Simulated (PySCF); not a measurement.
An unknown is described by computed data only.

Formula: F4H6N2Si.

* UV, strongest line: among the 10 lowest singlet transitions: S2 at 8.91 eV (139 nm, f = 0.249) [TDDFT CAM-B3LYP/def2-SVPD]
* XPS: Si2p3/2 108.5, N1s 407.7 (×2), F1s 690.7 (×4), Si1s 1849.1 eV [ΔSCF SCAN, pcX-2 on the ionised atom, pcseg-1 elsewhere, spin-free X2C, 2p3/2 from a spin–orbit splitting computed afterwards within the 2p shell]
* NMR, other nuclei: isotropic shieldings of nuclei other than C and H, by class: 212 (2 N), 311 (4 F), 524 (1 Si) ppm [GIAO PBE0/pcSseg-1]
* Rotational structure: rotational constants A, B, C: 2.308, 2.047, 2.046 GHz [PBE0-D3(BJ)/def2-SVP]
* UV, first state: lowest singlet excitation: 8.53 eV (145 nm, f = 0.000) [TDDFT CAM-B3LYP/def2-SVPD]
* Dipole: 0.00 D [CAM-B3LYP/def2-SVPD]
* Triplet: lowest triplet excitation (Tamm–Dancoff): 8.47 eV [TDA CAM-B3LYP/def2-SVPD]

The electronic properties come from PySCF, for the isolated species, density fitting. Levels stand in brackets. Geometry: PBE0-D3(BJ)/def2-SVP; no solvent, vibrations or thermal averaging. Each NMR value is the plain mean over a class of atoms that symmetry, rotation or inversion makes alike.

Question: What is the compound? Reason from the data.

Answer: The other shieldings belong to: 212 ppm, nitrogen bonded to Si and 3 H; 311 ppm, fluorine bonded to Si; 524 ppm, silicon bonded to 4 F and 2 N. The core levels belong to: Si2p3/2 108.5 eV, silicon bonded to 4 F and 2 N; N1s 407.7 eV, nitrogen bonded to Si and 3 H; F1s 690.7 eV, fluorine bonded to Si; Si1s 1849.1 eV, silicon bonded to 4 F and 2 N. One atom of each topological class was ionised and stands for its class. By its constants the optimised geometry is a nearly prolate symmetric top. Structure: trans-Si(NH3)2F4, `N->[Si](<-N)(F)(F)(F)F`. The assignments are read from this structure; whether some other isomer fits the data as well wasn't checked.
